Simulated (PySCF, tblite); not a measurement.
Parent: `[CH2:1]=[P:2][N:3]1[CH2:4][CH2:5][CH2:6][CH2:7]1` with C1–P2–N3–C4 -178°, P2–N3–C4–C5 140°, N3–C4–C5–C6 39°, C4–C5–C6–C7 -36°, C5–C6–C7–N3 21°, C5H10NP.

Computed geometry: GFN2-xTB, gas phase. One conformer each, not checked by frequencies here.

| coordinate of the parent | value |
| --- | --- |
| C1=P2 | 1.666 Å |
| P2–N3 | 1.674 Å |
| N3–C4 | 1.452 Å |
| C4–C5 | 1.524 Å |
| C5–C6 | 1.528 Å |
| C6–C7 | 1.533 Å |
| N3–C7 | 1.452 Å |
| C1–P2–N3 | 105.4° |
| P2–N3–C4 | 121.7° |
| P2–N3–C7 | 126.8° |
| C4–N3–C7 | 110.0° |
| N3–C4–C5 | 103.5° |
| C4–C5–C6 | 101.4° |
| C5–C6–C7 | 103.6° |
| N3–C7–C6 | 105.4° |

Task: How does the shared frame change in `[CH3:1][CH2:2]/[CH:3]=[P:4]/[N:5]1[CH2:6][CH2:7][CH2:8][CH2:9]1` with C1–C2–C3–P4 -3°, C3–P4–N5–C6 179°, P4–N5–C6–C7 -132°, N5–C6–C7–C8 -39°, C6–C7–C8–C9 35°, C7–C8–C9–N5 -19°, C7H14NP? Atoms pair as C1 = C3, P2 = P4, N3 = N5, C4 = C6, C5 = C7, C6 = C8, C7 = C9 (parent first).

Result: 
```
  parent  relative  value in the relative  change
   C1=P2     C3=P4                1.676 Å  +0.010
   P2–N3     P4–N5                1.683 Å  +0.009
   N3–C4     N5–C6                1.452 Å   0.000
   C4–C5     C6–C7                1.524 Å   0.000
   C5–C6     C7–C8                1.528 Å   0.000
   C6–C7     C8–C9                1.535 Å  +0.002
   N3–C7     N5–C9                1.453 Å  +0.001
C1–P2–N3  C3–P4–N5                 104.3°    -1.1
P2–N3–C4  P4–N5–C6                 120.3°    -1.4
P2–N3–C7  P4–N5–C9                 126.7°    -0.1
C4–N3–C7  C6–N5–C9                 109.6°    -0.4
N3–C4–C5  N5–C6–C7                 103.8°    +0.3
C4–C5–C6  C6–C7–C8                 101.4°     0.0
C5–C6–C7  C7–C8–C9                 103.8°    +0.2
N3–C7–C6  N5–C9–C8                 105.7°    +0.3
```

Of the parent's bonds, C1–P2 and P2–N3 change most and about equally (+0.009 to +0.010 Å). Bonds of the relative outside the shared frame: C1–C2 1.520, C2–C3 1.496 Å. Point group C1 → C1.

Task: How does the shared frame change in `[SiH3:1]/[CH:2]=[P:3]\[N:4]1[CH2:5][CH2:6][CH2:7][CH2:8]1` with C2–P3–N4–C5 -33°, P3–N4–C5–C6 -128°, N4–C5–C6–C7 -1°, C5–C6–C7–C8 -21°, C6–C7–C8–N4 36°, C5H12NPSi? Atoms pair as C1 = C2, P2 = P3, N3 = N4, C4 = C8, C5 = C7, C6 = C6, C7 = C5 (parent first).

Result: 
```json
{"parent": "C1=P2", "relative": "C2=P3", "value in the relative": "1.678 Å", "change": "+0.012"}
{"parent": "P2–N3", "relative": "P3–N4", "value in the relative": "1.679 Å", "change": "+0.005"}
{"parent": "N3–C4", "relative": "N4–C8", "value in the relative": "1.450 Å", "change": "-0.002"}
{"parent": "C4–C5", "relative": "C8–C7", "value in the relative": "1.527 Å", "change": "+0.003"}
{"parent": "C5–C6", "relative": "C7–C6", "value in the relative": "1.534 Å", "change": "+0.006"}
{"parent": "C6–C7", "relative": "C6–C5", "value in the relative": "1.544 Å", "change": "+0.011"}
{"parent": "N3–C7", "relative": "N4–C5", "value in the relative": "1.448 Å", "change": "-0.004"}
{"parent": "C1–P2–N3", "relative": "C2–P3–N4", "value in the relative": "108.5°", "change": "+3.1"}
{"parent": "P2–N3–C4", "relative": "P3–N4–C8", "value in the relative": "118.6°", "change": "-3.1"}
{"parent": "P2–N3–C7", "relative": "P3–N4–C5", "value in the relative": "128.6°", "change": "+1.8"}
{"parent": "C4–N3–C7", "relative": "C8–N4–C5", "value in the relative": "107.3°", "change": "-2.7"}
{"parent": "N3–C4–C5", "relative": "N4–C8–C7", "value in the relative": "103.9°", "change": "+0.4"}
{"parent": "C4–C5–C6", "relative": "C8–C7–C6", "value in the relative": "102.8°", "change": "+1.4"}
{"parent": "C5–C6–C7", "relative": "C7–C6–C5", "value in the relative": "105.0°", "change": "+1.4"}
{"parent": "N3–C7–C6", "relative": "N4–C5–C6", "value in the relative": "106.1°", "change": "+0.7"}
```

Of the parent's bonds, C1–P2 and C6–C7 change most and about equally (+0.011 to +0.012 Å). Bonds of the relative outside the shared frame: Si1–C2 1.871 Å. Point group C1 → C1.

Task: How does the shared frame change in `[F:1]/[CH:2]=[P:3]/[N:4]1[CH2:5][CH2:6][CH2:7][CH2:8]1` with C2–P3–N4–C5 -19°, P3–N4–C5–C6 -157°, N4–C5–C6–C7 21°, C5–C6–C7–C8 -36°, C6–C7–C8–N4 39°, C5H9FNP? Atoms pair as C1 = C2, P2 = P3, N3 = N4, C4 = C8, C5 = C7, C6 = C6, C7 = C5 (parent first).

Result: 
| parent | relative | value in the relative | change |
| --- | --- | --- | --- |
| C1=P2 | C2=P3 | 1.678 Å | +0.012 |
| P2–N3 | P3–N4 | 1.673 Å | -0.001 |
| N3–C4 | N4–C8 | 1.453 Å | +0.001 |
| C4–C5 | C8–C7 | 1.523 Å | -0.001 |
| C5–C6 | C7–C6 | 1.528 Å | 0.000 |
| C6–C7 | C6–C5 | 1.533 Å | 0.000 |
| N3–C7 | N4–C5 | 1.453 Å | +0.001 |
| C1–P2–N3 | C2–P3–N4 | 102.7° | -2.7 |
| P2–N3–C4 | P3–N4–C8 | 120.7° | -1.0 |
| P2–N3–C7 | P3–N4–C5 | 126.7° | -0.1 |
| C4–N3–C7 | C8–N4–C5 | 109.9° | -0.1 |
| N3–C4–C5 | N4–C8–C7 | 103.6° | +0.1 |
| C4–C5–C6 | C8–C7–C6 | 101.4° | 0.0 |
| C5–C6–C7 | C7–C6–C5 | 103.6° | 0.0 |
| N3–C7–C6 | N4–C5–C6 | 105.4° | 0.0 |

Of the parent's bonds, C1–P2 changes most (+0.012 Å). Bonds of the relative outside the shared frame: F1–C2 1.356 Å. Point group C1 → C1.

Task: How does the shared frame change in `[F:1][C:2]([F:3])([F:4])/[CH:5]=[P:6]\[N:7]1[CH2:8][CH2:9][CH2:10][CH2:11]1` with C5–P6–N7–C8 -175°, P6–N7–C8–C9 -136°, N7–C8–C9–C10 -41°, C8–C9–C10–C11 34°, C9–C10–C11–N7 -14°, C6H9F3NP? Atoms pair as C1 = C5, P2 = P6, N3 = N7, C4 = C8, C5 = C9, C6 = C10, C7 = C11 (parent first).

Result: 
| parent | relative | value in the relative | change |
| --- | --- | --- | --- |
| C1=P2 | C5=P6 | 1.683 Å | +0.017 |
| P2–N3 | P6–N7 | 1.653 Å | -0.021 |
| N3–C4 | N7–C8 | 1.456 Å | +0.004 |
| C4–C5 | C8–C9 | 1.521 Å | -0.003 |
| C5–C6 | C9–C10 | 1.529 Å | +0.001 |
| C6–C7 | C10–C11 | 1.536 Å | +0.003 |
| N3–C7 | N7–C11 | 1.457 Å | +0.005 |
| C1–P2–N3 | C5–P6–N7 | 111.0° | +5.6 |
| P2–N3–C4 | P6–N7–C8 | 118.3° | -3.4 |
| P2–N3–C7 | P6–N7–C11 | 131.8° | +5.0 |
| C4–N3–C7 | C8–N7–C11 | 108.8° | -1.2 |
| N3–C4–C5 | N7–C8–C9 | 103.2° | -0.3 |
| C4–C5–C6 | C8–C9–C10 | 101.4° | 0.0 |
| C5–C6–C7 | C9–C10–C11 | 104.3° | +0.7 |
| N3–C7–C6 | N7–C11–C10 | 105.6° | +0.2 |

Of the parent's bonds, P2–N3 changes most (-0.021 Å). Bonds of the relative outside the shared frame: F1–C2 1.354, C2–F3 1.362, C2–F4 1.344, C2–C5 1.469 Å. Point group C1 → C1.
